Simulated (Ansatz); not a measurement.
Energy profile

The step: AlH₃O ([OH][AlH2]) + BHF₂ ([F][BH][F]) → BHOF₂ ([OH][B]([F])[F]) + AlH₃ (still joined by a long Al–O bond); dative contacts that become bonds: Al1–H6, O2–B5; bonds broken: B5–H6; bonds weakened to dative contacts: Al1–O2 (atoms numbered as in the saddle structure below).

Al1  (-1.415, -0.020, -0.142)
O2  (0.514, -0.798, 0.047)
H3  (-1.679, -0.696, -1.563)
H4  (-2.197, -0.497, 1.150)
B5  (1.329, 0.280, 0.376)
H6  (-0.768, 1.455, -0.157)
F7  (2.214, 0.715, -0.490)
F8  (1.282, 0.741, 1.596)
H9  (0.720, -1.180, -0.816)
(Å)

Electronic energies by CCSD(T) at an estimated basis limit (MP2 extrapolated from triple and quadruple zeta, plus CCSD(T) − MP2 in triple zeta), on PBE0-D4/def2-TZVP structures; AlBH₄OF₂, closed shell; no counterpoise correction. Program: Ansatz 0.2.0. Basis: def2-TZVPP and def2-QZVPP. Cores are frozen in the correlated methods. Extrapolation: Hartree–Fock as exp(−7.88 √X), correlation as X^−2.97.

(1) Give the profile in kcal/mol, counted from the separated reactants. (Judge from chemistry; the value comes from the calculation.)

T1 diagnostic: at most 0.014.

Answers

(1) By the calculation:
| point | kcal/mol |
| --- | --- |
| separated: AlH₃O (linked as [OH][AlH2]; Al1, O2, H3, H4, H9; singlet) + BHF₂ (linked as [F][BH][F]; B5, H6, F7, F8; singlet) | 0.00 |
| start structure | -18.11 |
| saddle | -7.74 |
| end structure | -9.47 |
| separated: AlH₃ (Al1, H3, H4, H6; singlet) + BHOF₂ (linked as [OH][B]([F])[F]; O2, B5, F7, F8, H9; singlet) | 4.93 |
The saddle lies below the separated reactants: the barrier is submerged.

Ligand swaps between two centres remove the fluorinated layer in thermal atomic layer etching, and scramble precursors in the gas phase.

For scale, one of the runs: CCSD(T)/def2-TZVPP, 222 basis functions, launched by `ansatz run in.yaml --threads 4 --pin off --events-out ev --progress --plain --max-ram 9574MiB`. Time: 54 s of wall clock on 4 CPU threads of an Intel Xeon Platinum 8375C; the host was shared. Peak host memory: 3.7 GiB.
